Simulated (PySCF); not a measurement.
C4H10O. Atoms are numbered in the order given.

```xyz
15

C      2.2941     0.4231    -0.1409
C      0.8062     0.6703    -0.0710
O      0.1780    -0.4971     0.3787
C     -1.1990    -0.3825     0.6076
C     -2.0348    -0.3453    -0.6601
H      2.6844     0.1454     0.8493
H      2.5132    -0.4011    -0.8357
H      2.8236     1.3225    -0.4883
H      0.5854     1.5124     0.6193
H      0.4273     0.9745    -1.0676
H     -1.4109     0.5128     1.2292
H     -1.4786    -1.2621     1.2090
H     -3.1073    -0.3540    -0.4123
H     -1.8177    -1.2240    -1.2863
H     -1.8419     0.5573    -1.2595
```
Charge 0, spin multiplicity 1.

Geometry optimised at PBE0-D3(BJ)/def2-SVP. One conformer was computed; it need not be the lowest.

All values below come from SMD-B3LYP/def2-SVP run with PySCF.

Solvation free energies are E(SMD) − E(gas) at the gas-phase geometry, for 1 M in both phases. In vacuum the dipole moment is 1.12 D.

**Question.** Rank water, ethylethanoate, dimethylsulfoxide by solvation free energy, most negative first.

**Answer.** ethylethanoate (-3.1 kcal/mol), dimethylsulfoxide (-2.1 kcal/mol), water (-0.5 kcal/mol)
